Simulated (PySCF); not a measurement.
Species: C6H6FNO.
InChI=1S/C6H6FNO/c1-6(7)3-2-5(4-8)9-6/h2H,3H2,1H3/t6-/m1/s1

Computed geometry: GFN2-xTB, gas phase.

Take the most abundant isotopes and a rigid rotor. 

Question: What are A, B and C (MHz)?

Answer: Ia = 138.00, Ib = 466.05, Ic = 503.67 u·Å²; 505379 MHz·u·Å²/I gives A = 3662, B = 1084, C = 1003 MHz.

Question: What kind of rotor is it?

Answer: A near-prolate asymmetric top; Ray's κ = -0.939.

Question: Is it planar, by Δ = Ic − Ia − Ib?

Answer: Not planar: Δ = Ic − Ia − Ib = -100.38 u·Å². For a rigid frame Δ = −2 Σ m c², so Σ m c² = 50.19 u·Å² lies off the ab plane: 7.76 from hydrogen and 42.43 from heavier atoms. The atom farthest from that plane is 2.08 Å away.

Question: Give the coordinates in the principal-axis frame, origin at the centre of mass.

Answer: The sense of each axis is arbitrary; atoms in the order of the calculation.
```
atom  mass (u)   a (Å)   b (Å)   c (Å)
  C1    12.000  -2.202  -0.688  -1.077
  C2    12.000  -1.231  -0.128  -0.054
  F3    18.998  -1.734  -0.413   1.211
  C4    12.000  -0.967   1.392  -0.132
  C5    12.000   0.526   1.446  -0.058
  C6    12.000   0.994   0.193  -0.059
  C7    12.000   2.342  -0.224  -0.012
  N8    14.003   3.445  -0.529   0.024
  O9    15.995   0.014  -0.767  -0.143
 H10     1.008  -3.173  -0.219  -0.949
 H11     1.008  -2.297  -1.759  -0.924
 H12     1.008  -1.827  -0.500  -2.079
 H13     1.008  -1.347   1.822  -1.061
 H14     1.008  -1.446   1.901   0.706
 H15     1.008   1.102   2.347  -0.009
```

Question: List the rotational levels J(Ka,Kc) to J = 3 (MHz).

Answer: Above 0(0,0):
J = 1: 1(0,1) 2088, 1(1,1) 4666, 1(1,0) 4747
J = 2: 2(0,2) 6261, 2(1,2) 8760, 2(1,1) 9003, 2(2,1) 16737, 2(2,0) 16738
J = 3: 3(0,3) 12517, 3(1,3) 14901, 3(1,2) 15387, 3(2,2) 23000, 3(2,1) 23009, 3(3,1) 36093, 3(3,0) 36093
The levels of one J sum to (2J + 1)J(J + 1)(A + B + C)/3.

Question: Estimate the classical rotational partition function at 100 K, 200 K and 298.15 K.

Answer: Point group C1, symmetry number σ = 1; q = (√π/σ)·√((kT/h)³/(ABC)), k/h = 20836.6 MHz/K: 84500 at 100 K, 239000 at 200 K, 435000 at 298.15 K.

No GFN2-xTB frequencies stand behind this structure, so it isn't proved a minimum. No vibrational averaging or centrifugal distortion is included, and the geometry carries the error of its method.
